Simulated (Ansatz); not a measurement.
Consider the hydrogenolysis of the Si–Cl bond: `F[SiH](F)S[SiH2]Cl` + H₂ → `F[SiH](F)S[SiH3]` + HCl.

Computed with Ansatz on PBE0-D4/def2-TZVP structures; ΔE is electronic, products minus reactants. CBS: MP2 limit from def2 TZ/QZ plus the TZ coupled-cluster correction, frozen cores. This one scheme is used for every species. DFT in def2-TZVPP. B3LYP here is the variant with VWN-RPA as its local correlation; programs differ in this. Each species was taken in one conformer, which may not be the lowest.

```
             level  ΔE (kJ/mol)
          B3LYP-D4         76.9
   CCSD/def2-TZVPP         66.5
CCSD(T)/def2-TZVPP         70.5
     HF/def2-QZVPP         60.4
```

What does CCSD(T)/CBS give? (An estimate is asked.)

Ansatz gave: +76.9 kJ/mol. The listed levels differ from it by 0.0, -10.4, -6.4, -16.5 kJ/mol.

Largest T1 diagnostic among the species: 0.012.

In def2-TZVPP, CCSD(T) changes the Hartree–Fock value by +10.4 kJ/mol (the triples alone add +4.0 kJ/mol) and MP2 by +21.1 kJ/mol. The D4 term adds +9.5 kJ/mol with B3LYP and +5.2 kJ/mol with PBE0; it sums over pairs of atoms, weighted by their polarisabilities, and B3LYP, whose exchange is more repulsive, gets the larger term.
